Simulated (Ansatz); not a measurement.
Results of the Gaussian-basis code of Ansatz.

A structure relaxed at PBE0-D4/def2-TZVP, charge 0, multiplicity 1:

| atom | x (Å) | y (Å) | z (Å) |
| --- | --- | --- | --- |
| O1 | -0.9646 | 1.2390 | -1.5529 |
| Si2 | 0.2622 | 1.3065 | -0.4955 |
| Cl3 | 2.0107 | 0.7015 | -1.3813 |
| O4 | 0.0195 | 0.3423 | 0.7960 |
| Si5 | -0.0433 | -1.2329 | 1.1983 |
| Cl6 | -0.8998 | -2.2894 | -0.3473 |
| H7 | -1.1781 | 0.3974 | -1.9619 |
| H8 | 0.3852 | 2.6956 | -0.0456 |
| H9 | -0.9052 | -1.3827 | 2.3858 |
| H10 | 1.3133 | -1.7774 | 1.4045 |

**Question.** Give its formula and SMILES.

**Answer.** Cl2H4O2Si2, `O[SiH](Cl)O[SiH2]Cl`.

**Question.** Summarise the bond lengths by kind.

**Answer.** 3 × O–Si 1.621 to 1.630 Å; 1 × H–O 0.960 Å; 2 × Cl–Si 2.051 to 2.059 Å; 3 × H–Si 1.465 to 1.476 Å.
